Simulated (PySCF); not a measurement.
# How methods differ on the excitation energy of Ga⁺

Ga⁺ [Ar] 3d10 4s2 (1S) → Ga⁺ [Ar] 3d9 4s2 4p1 (high-spin determinant), as a difference of total energies. Calculation: PySCF 2.14, in aug-cc-pVQZ-PP with ECP10MDF; scalar relativity through the core potential. The calculations carry no spin-orbit coupling.

```tsv
method	excitation energy (eV)
UHF	19.270
LDA	22.039
PBE	21.491
PBE0	21.116
r2SCAN	20.857
LC-wPBE	21.240
BLYP	21.369
CAM-B3LYP	21.094
B97-3	21.289
```

The upper state lies above the first ionisation limit, where it may autoionise and the basis confines it.

The determinant of the upper state mixes LS terms, which raises its energy above the lowest term, most at the Hartree-Fock and MP2 levels.
